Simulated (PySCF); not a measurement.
Te(F)(SeH) (FHSeTe), SMILES F[Te][SeH]. Geometry optimised at PBE0-D3(BJ)/def2-TZVP. The def2 effective core potentials stand for the cores of Te; spin–orbit coupling is left out. One conformer was computed; it need not be the lowest.

Computed equilibrium geometry at PBE0-D3(BJ)/def2-TZVP (PySCF confirms it by a frequency run) as a Z-matrix (one conformer of several):
```
Te
F 1 1.9195
Se 1 2.4586 2 99.88
H 3 1.4744 1 97.43 2 88.24
```
